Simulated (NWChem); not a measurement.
All runs are NWChem calculations. System: sulfuric acid (H2O4S), charge 0, spin multiplicity 1, at a geometry optimised with PBE/def2-SVP. Level: BHandHLYP/def2-TZVP.

Input file:

```
start mol
memory heap 200 mb stack 900 mb global 1100 mb
geometry units angstroms nocenter noautoz
  O     -0.301404     1.237375     0.870504
  S      0.000000     0.000000    -0.171581
  O      1.271184     0.252501    -0.841629
  O     -1.271184    -0.252501    -0.841629
  O      0.301404    -1.237375     0.870504
  H      0.572121     1.595328     1.141647
  H     -0.572121    -1.595328     1.141647
  symmetry group C2
end
basis spherical
  * library def2-tzvp
end
dft
  xc bhlyp
  semidirect memsize 60000000 filesize 0
  iterations 100
end
task dft energy
```

Output (cleaned and shortened):

```
             Northwest Computational Chemistry Package (NWChem) 7.3.0
             --------------------------------------------------------

                                NWChem Input Module
                                -------------------

 Scaling coordinates for geometry "geometry" by  1.889725989
 (inverse scale =  0.529177249)

 Turning off AUTOSYM since
 SYMMETRY directive was detected!

                             Geometry "geometry" -> ""
                             -------------------------

 Output coordinates in angstroms (scale by  1.889725989 to convert to a.u.)

  No.       Tag          Charge          X              Y              Z
 ---- ---------------- ---------- -------------- -------------- --------------
    1 O                    8.0000    -0.30140400     1.23737500     0.87050400
    2 S                   16.0000     0.00000000     0.00000000    -0.17158100
    3 O                    8.0000     1.27118400     0.25250100    -0.84162900
    4 O                    8.0000    -1.27118400    -0.25250100    -0.84162900
    5 O                    8.0000     0.30140400    -1.23737500     0.87050400
    6 H                    1.0000     0.57212100     1.59532800     1.14164700
    7 H                    1.0000    -0.57212100    -1.59532800     1.14164700

 Effective nuclear repulsion energy (a.u.)     281.4230519771

            Nuclear Dipole moment (a.u.)
            ----------------------------
        X                 Y               Z
 ---------------- ---------------- ----------------
     0.0000000000     0.0000000000    -0.0000037795

      Symmetry information
      --------------------

 Group name             C2
 Group number              4
 Group order               2
 No. of unique centers     4

      Symmetry unique atoms

     1    2    3    6


 Summary of "ao basis" -> "" (spherical)
 ------------------------------------------------------------------------------
       Tag                 Description            Shells   Functions and Types
 ---------------- ------------------------------  ------  ---------------------
 *                         def2-tzvp                  on all atoms

                                 NWChem DFT Module
                                 -----------------

 Summary of "ao basis" -> "ao basis" (spherical)
 ------------------------------------------------------------------------------
       Tag                 Description            Shells   Functions and Types
 ---------------- ------------------------------  ------  ---------------------
 O                         def2-tzvp                11       31   5s3p2d1f
 S                         def2-tzvp                13       37   5s5p2d1f
 H                         def2-tzvp                 4        6   3s1p

 Summary of "ao basis" -> "ao basis" (spherical)
 ------------------------------------------------------------------------------
       Tag                 Description            Shells   Functions and Types
 ---------------- ------------------------------  ------  ---------------------
 O                         def2-tzvp                11       31   5s3p2d1f
 S                         def2-tzvp                13       37   5s5p2d1f
 H                         def2-tzvp                 4        6   3s1p

      Symmetry analysis of basis
      --------------------------

        a          87
        b          86

            General Information
            -------------------
          SCF calculation type: DFT
          Wavefunction type:  closed shell.
          No. of atoms     :     7
          No. of electrons :    50
           Alpha electrons :    25
            Beta electrons :    25
          Charge           :     0
          Spin multiplicity:     1
          Use of symmetry is: on ; symmetry adaption is: on
          Maximum number of iterations: 100
          AO basis - number of functions:   173
                     number of shells:    65
          Convergence on energy requested:  1.00D-06
          Convergence on density requested:  1.00D-05
          Convergence on gradient requested:  5.00D-04

              XC Information
              --------------
                        BHLYP Method XC Functional
                     Hartree-Fock (Exact) Exchange  0.500
                        Slater Exchange Functional  0.500 local
                    Becke 1988 Exchange Functional  0.500 non-local
              Lee-Yang-Parr Correlation Functional  1.000

             Grid Information
             ----------------
          Grid used for XC integration:  medium
          Radial quadrature: Mura-Knowles
          Angular quadrature: Lebedev.
          Tag              B.-S. Rad. Rad. Pts. Rad. Cut. Ang. Pts.
          ---              ---------- --------- --------- ---------
          O                   0.60       49          10.0       434
          S                   1.00       88           8.0       590
          H                   0.35       45          10.0       434
          Grid pruning is: on
          Number of quadrature shells:   231
          Spatial weights used:  Erf1

          Convergence Information
          -----------------------
          Convergence aids based upon iterative change in
          total energy or number of iterations.
          Levelshifting, if invoked, occurs when the
          HOMO/LUMO gap drops below (HL_TOL):  1.00D-02
          DIIS, if invoked, will attempt to extrapolate
          using up to (NFOCK): 10 stored Fock matrices.

                    Damping( 0%)  Levelshifting(0.5)       DIIS
                  --------------- ------------------- ---------------
          dE  on:    start            ASAP                start
          dE off:    2 iters        100 iters           100 iters

      Screening Tolerance Information
      -------------------------------
          Density screening/tol_rho:  1.00D-10
          AO Gaussian exp screening on grid/accAOfunc:  14
          CD Gaussian exp screening on grid/accCDfunc:  20
          XC Gaussian exp screening on grid/accXCfunc:  20
          Schwarz screening/accCoul:  1.00D-08

      Superposition of Atomic Density Guess
      -------------------------------------

 Sum of atomic energies:        -697.61634873

      Non-variational initial energy
      ------------------------------

 Total energy =    -699.437372
 1-e energy   =   -1523.582151
 2-e energy   =     542.721727
 HOMO         =      -0.429614
 LUMO         =       0.045071

      Symmetry analysis of molecular orbitals - initial
      -------------------------------------------------

  Numbering of irreducible representations:

     1 a           2 b

  Orbital symmetries:

     1 a           2 a           3 b           4 b           5 a
     6 a           7 b           8 a           9 b          10 a
    11 b          12 b          13 a          14 a          15 b
    16 a          17 b          18 a          19 b          20 a
    21 a          22 b          23 a          24 b          25 b
    26 a          27 b          28 a          29 b          30 a
    31 b          32 a          33 b          34 b          35 a

------------------------------------------------------------
EAF file 0: "./mol.aoints.0" size=524288 bytes
------------------------------------------------------------
               write      read    awrite     aread      wait
               -----      ----    ------     -----      ----
     calls:        1         0         0         0         0
   data(b): 5.24e+05  0.00e+00  0.00e+00  0.00e+00
   time(s): 0.00e+00  0.00e+00  0.00e+00  0.00e+00  0.00e+00
rate(mb/s): 0.00e+00  0.00e+00
------------------------------------------------------------

   convergence    iter        energy       DeltaE   RMS-Dens  Diis-err    time
 ---------------- ----- ----------------- --------- --------- ---------  ------
 d= 0,ls=0.0,diis     1   -700.0404972395 -9.81D+02  8.84D-03  2.36D+00     5.3
 d= 0,ls=0.0,diis     2   -699.9253606784  1.15D-01  4.75D-03  3.97D+00     6.3
 d= 0,ls=0.0,diis     3   -700.2568705410 -3.32D-01  7.13D-04  5.15D-02     7.1
 d= 0,ls=0.0,diis     4   -700.2596417350 -2.77D-03  2.98D-04  1.65D-02     7.9
 d= 0,ls=0.0,diis     5   -700.2610270088 -1.39D-03  5.46D-05  5.10D-04     8.7
  Resetting Diis
 d= 0,ls=0.0,diis     6   -700.2610702738 -4.33D-05  1.44D-05  2.08D-05     9.5
 d= 0,ls=0.0,diis     7   -700.2610722869 -2.01D-06  4.82D-06  1.03D-06    10.3
 d= 0,ls=0.0,diis     8   -700.2610723837 -9.68D-08  2.10D-06  3.94D-07    11.2

         Total DFT energy =     -700.261072383692
      One electron energy =    -1523.309899497806
           Coulomb energy =      602.375266493475
    Exchange-Corr. energy =      -60.749491356472
 Nuclear repulsion energy =      281.423051977111

 Numeric. integr. density =       49.999993340034

     Total iterative time =     10.4s

                  Occupations of the irreducible representations
                  ----------------------------------------------

                     irrep           alpha         beta
                     --------     --------     --------
                     a                13.0         13.0
                     b                12.0         12.0

                       DFT Final Molecular Orbital Analysis
                       ------------------------------------

 Vector   23  Occ=2.000000D+00  E=-4.330811D-01  Symmetry=b
              MO Center= -6.4D-15,  4.7D-14, -3.5D-04, r^2= 2.9D+00
   Bfn.  Coefficient  Atom+Function         Bfn.  Coefficient  Atom+Function
  ----- ------------  ---------------      ----- ------------  ---------------
     8      0.227018  1 O  pz               138     -0.227018  5 O  pz
    75      0.201269  3 O  py               106      0.201269  4 O  py
    11      0.198964  1 O  pz               141     -0.198964  5 O  pz
    78      0.175122  3 O  py               109      0.175122  4 O  py
    14      0.141066  1 O  pz               144     -0.141066  5 O  pz

 Vector   24  Occ=2.000000D+00  E=-4.323689D-01  Symmetry=a
              MO Center=  3.0D-14,  1.6D-15, -6.3D-01, r^2= 2.4D+00
   Bfn.  Coefficient  Atom+Function         Bfn.  Coefficient  Atom+Function
  ----- ------------  ---------------      ----- ------------  ---------------
    75      0.304418  3 O  py               106     -0.304418  4 O  py
    78      0.261848  3 O  py               109     -0.261848  4 O  py
    81      0.177498  3 O  py               112     -0.177498  4 O  py
     6     -0.094568  1 O  px               136      0.094568  5 O  px
    52      0.084696  2 S  d -2              57      0.084721  2 S  d -2

 Vector   25  Occ=2.000000D+00  E=-4.183902D-01  Symmetry=b
              MO Center=  7.4D-14,  2.0D-14, -5.9D-01, r^2= 2.5D+00
   Bfn.  Coefficient  Atom+Function         Bfn.  Coefficient  Atom+Function
  ----- ------------  ---------------      ----- ------------  ---------------
    76      0.246035  3 O  pz               107     -0.246035  4 O  pz
    79      0.211947  3 O  pz               110     -0.211947  4 O  pz
    74      0.177571  3 O  px               105      0.177571  4 O  px
    77      0.150834  3 O  px               108      0.150834  4 O  px
    82      0.146535  3 O  pz               113     -0.146535  4 O  pz

 Vector   26  Occ=0.000000D+00  E= 1.809248D-02  Symmetry=a
              MO Center= -7.4D-17,  2.7D-15,  9.5D-01, r^2= 5.8D+00
   Bfn.  Coefficient  Atom+Function         Bfn.  Coefficient  Atom+Function
  ----- ------------  ---------------      ----- ------------  ---------------
   164      0.974840  6 H  s                170      0.974840  7 H  s
    36      0.749819  2 S  s                  5     -0.549667  1 O  s
   135     -0.549667  5 O  s                 73     -0.338593  3 O  s
   104     -0.338593  4 O  s                 51     -0.317044  2 S  pz
    12     -0.265075  1 O  px               142      0.265075  5 O  px

 Vector   27  Occ=0.000000D+00  E= 5.588014D-02  Symmetry=b
              MO Center=  9.3D-15,  1.3D-14,  1.2D+00, r^2= 6.5D+00
   Bfn.  Coefficient  Atom+Function         Bfn.  Coefficient  Atom+Function
  ----- ------------  ---------------      ----- ------------  ---------------
   164      1.187880  6 H  s                170     -1.187880  7 H  s
     5     -0.682389  1 O  s                135      0.682389  5 O  s
    12     -0.237616  1 O  px               142     -0.237616  5 O  px
    49     -0.225701  2 S  px                47      0.181519  2 S  py
    13     -0.119128  1 O  py               143     -0.119128  5 O  py

 Vector   28  Occ=0.000000D+00  E= 1.000649D-01  Symmetry=a
              MO Center= -1.2D-13, -5.4D-13,  4.9D-01, r^2= 3.4D+00
   Bfn.  Coefficient  Atom+Function         Bfn.  Coefficient  Atom+Function
  ----- ------------  ---------------      ----- ------------  ---------------
    36      1.870870  2 S  s                164     -0.669868  6 H  s
   170     -0.669868  7 H  s                 35      0.514727  2 S  s
    13      0.390499  1 O  py               143     -0.390499  5 O  py
    73     -0.351594  3 O  s                104     -0.351594  4 O  s
    34     -0.346296  2 S  s                 14      0.282947  1 O  pz

 center of mass
 --------------
 x =   0.00000000 y =   0.00000000 z =  -0.04361191

 moments of inertia (a.u.)
 ------------------
         380.554230620421          -0.632325123391          -0.000000000000
          -0.632325123391         377.373978987010           0.000000000000
          -0.000000000000           0.000000000000         397.843516090223

     Multipole analysis of the density
     ---------------------------------

     L   x y z        total         alpha         beta         nuclear
     -   - - -        -----         -----         ----         -------
     0   0 0 0     -0.000000    -25.000000    -25.000000     50.000000

     1   1 0 0     -0.000000     -0.000000     -0.000000      0.000000
     1   0 1 0     -0.000000     -0.000000     -0.000000      0.000000
     1   0 0 1      1.245086      0.622545      0.622545     -0.000004

     2   2 0 0    -28.996219    -64.426401    -64.426401     99.856582
     2   1 1 0      3.175128     -0.186985     -0.186985      3.549097
     2   1 0 1     -0.000000     -0.000000     -0.000000     -0.000000
     2   0 2 0    -22.732109    -66.017268    -66.017268    109.302426
     2   0 1 1      0.000000      0.000000      0.000000      0.000000
     2   0 0 2    -25.834418    -60.297415    -60.297415     94.760412

 Task  times  cpu:       11.2s     wall:       11.2s

 Total times  cpu:       11.2s     wall:       11.2s
```
